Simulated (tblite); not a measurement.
Compound: C5H10N2SeSi.
Numbering: `[CH3:1][CH2:2][c:3]1[cH:4][n:5]([SiH2:6][SeH:7])[cH:8][n:9]1` (hydrogens: H10, H11, H12 on C1; H13, H14 on C2; H15 on C4; H16, H17 on Si6; H18 on Se7; H19 on C8)

Computed with GFN2-xTB (tblite), gas phase: L-BFGS steps from a force-field or distance-geometry start until the largest atomic force falls under 0.01 eV/Å.

Step 44: E = -724.2752 eV
```
atom  x, y, z in Å  |  force x, y, z in eV/Å
C1      3.0820   -0.6117   -0.2275   -0.015   0.002   0.005
C2      2.3304    0.6365   -0.6723    0.001  -0.023  -0.016
C3      0.8513    0.5256   -0.5129    0.030  -0.019   0.038
C4      0.0816   -0.4618    0.0234   -0.005   0.036   0.010
N5     -1.2288   -0.0201   -0.0080   -0.005   0.011   0.028
Si6    -2.6275   -0.8344    0.6400   -0.008   0.021   0.003
Se7    -4.2133    0.7260    1.1494   -0.020  -0.022  -0.029
C8     -1.1610    1.2216   -0.5803    0.001   0.002   0.030
N9      0.0417    1.5708   -0.8889    0.018  -0.057   0.028
H10     4.1544   -0.4646   -0.3373   -0.025   0.006   0.000
H11     2.7916   -1.4729   -0.8254   -0.017   0.019  -0.006
H12     2.8693   -0.8314    0.8160    0.015  -0.001   0.015
H13     2.5529    0.8565   -1.7198   -0.015  -0.002   0.005
H14     2.6607    1.5024   -0.0888    0.012  -0.046  -0.030
H15     0.3199   -1.4255    0.4290   -0.010   0.092  -0.044
H16    -3.1860   -1.7334   -0.3626    0.023  -0.030  -0.019
H17    -2.2352   -1.4768    1.8879    0.005   0.007  -0.022
H18    -5.0620    0.4742    0.0153    0.034  -0.003   0.028
H19    -2.0318    1.8283   -0.7295   -0.021   0.006  -0.024
```

Step 45: E = -724.2762 eV
```
atom  x, y, z in Å  |  force x, y, z in eV/Å
C1      3.0809   -0.6130   -0.2272   -0.015   0.016   0.002
C2      2.3307    0.6359   -0.6708   -0.006  -0.001  -0.009
C3      0.8522    0.5279   -0.5084    0.010  -0.018   0.022
C4      0.0820   -0.4590    0.0269   -0.020   0.013  -0.016
N5     -1.2290   -0.0197   -0.0092   -0.008   0.016   0.038
Si6    -2.6274   -0.8353    0.6388    0.001   0.020  -0.005
Se7    -4.2135    0.7254    1.1480    0.000  -0.024  -0.009
C8     -1.1612    1.2223   -0.5812    0.003   0.006   0.045
N9      0.0426    1.5727   -0.8854    0.000  -0.042   0.016
H10     4.1527   -0.4708   -0.3475   -0.019   0.003  -0.008
H11     2.7789   -1.4732   -0.8205   -0.005   0.004   0.007
H12     2.8787   -0.8253    0.8197    0.003  -0.015   0.011
H13     2.5512    0.8559   -1.7186   -0.015  -0.004  -0.001
H14     2.6610    1.5018   -0.0884    0.033  -0.030  -0.020
H15     0.3198   -1.4255    0.4244   -0.006   0.077  -0.019
H16    -3.1792   -1.7373   -0.3661    0.021  -0.018  -0.004
H17    -2.2366   -1.4746    1.8891    0.006   0.006  -0.028
H18    -5.0603    0.4732    0.0152    0.013  -0.008   0.001
H19    -2.0334    1.8278   -0.7310    0.004  -0.002  -0.025
```

**Question.** Estimate the geometry and energy of step 46. (The exact step hangs on the optimiser's Hessian estimate; all steps are aligned on step 45, rigid shifts and turns removed.)

**Answer.** E = -724.2767 eV, largest force 0.047 eV/Å
```
atom  x, y, z in Å  |  force x, y, z in eV/Å
C1      3.0802   -0.6135   -0.2268   -0.020   0.016   0.002
C2      2.3305    0.6353   -0.6699   -0.009   0.010  -0.004
C3      0.8526    0.5290   -0.5053   -0.009  -0.007   0.004
C4      0.0813   -0.4568    0.0285   -0.025  -0.002  -0.019
N5     -1.2296   -0.0188   -0.0092   -0.009   0.021   0.040
Si6    -2.6272   -0.8354    0.6387    0.001   0.008  -0.014
Se7    -4.2131    0.7248    1.1471    0.009  -0.019   0.009
C8     -1.1615    1.2232   -0.5809    0.004   0.013   0.043
N9      0.0430    1.5732   -0.8830   -0.008  -0.008   0.003
H10     4.1510   -0.4743   -0.3524    0.006   0.008  -0.016
H11     2.7727   -1.4728   -0.8177   -0.006  -0.016   0.005
H12     2.8845   -0.8239    0.8216   -0.011  -0.016   0.017
H13     2.5490    0.8549   -1.7179   -0.012  -0.008  -0.010
H14     2.6617    1.5014   -0.0895    0.044  -0.014  -0.006
H15     0.3185   -1.4237    0.4216    0.004   0.034   0.009
H16    -3.1736   -1.7390   -0.3685    0.018  -0.010   0.006
H17    -2.2371   -1.4741    1.8894    0.006   0.006  -0.027
H18    -5.0582    0.4720    0.0151   -0.002  -0.011  -0.018
H19    -2.0345    1.8277   -0.7330    0.020  -0.005  -0.022
```

The energy changes by -0.0005 eV. The first-order estimate −F·Δx gives -0.0008 eV and the mean of the old and new forces, exact on a quadratic surface, -0.0005 eV. The step makes an angle of 69° with the force vector and moves no atom by more than 0.007 Å.

The cost below is that of the whole relaxation. Time: 2.6 s wall. Hardware: one thread, Arm Neoverse N1 (aarch64), no GPU (shared host).
